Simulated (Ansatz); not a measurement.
Consider the redistribution: `CC(C)[O][Cd][NH2]` + `C[O][In]([NH2])[SH]` → `[NH2][Cd][NH2]` + `C[O][In]([SH])[O]C(C)C`.

Program: Ansatz. Geometries: PBE0-D4/def2-TZVP. ΔE: electronic, gas phase. CBS: MP2 limit from def2 TZ/QZ plus the TZ coupled-cluster correction, frozen cores. Functionals use def2-TZVPP. HSE06 is defined as in plane-wave codes. Elements past krypton have def2 core potentials. For Cd, In outer-core shells are correlated without core-valence functions, which leaves a few kJ/mol of doubt a bond. Each species was taken in one conformer, which may not be the lowest.

```csv
level,ΔE (kJ/mol),difference from CCSD(T)/CBS
LDA (SPW92),-0.2,3.5
r2SCAN-D4,1.0,4.7
r2SCANh-D4,1.3,5.0
HSE06-D4,1.0,4.7
PBE-QIDH,0.6,4.3
revPBE,2.2,5.9
BLYP,1.3,5.0
r2SCAN0,2.7,6.4
HSE06,2.5,6.2
BHLYP,3.3,7.0
LC-ωPBE,2.7,6.4
RPA@PBE/def2-TZVPP,-1.7,2.0
HF/def2-TZVPP,6.7,10.4
CCSD/def2-TZVPP,-0.3,3.4
CCSD(T)/def2-TZVPP,-1.6,2.1
HF/CBS(def2),6.4,10.1
CCSD(T)/CBS,-3.7,0
```

Largest T1 diagnostic among the species: 0.015.

In def2-TZVPP, CCSD(T) changes the Hartree–Fock value by −8.3 kJ/mol (the triples alone add −1.3 kJ/mol) and MP2 by −11.4 kJ/mol. Leaving LDA and LC-ωPBE aside and taking each functional with its dispersion term where it has one, the values, not all of them listed here, spread over 2.6 kJ/mol, from BLYP-D4 to r2SCAN0-D4.
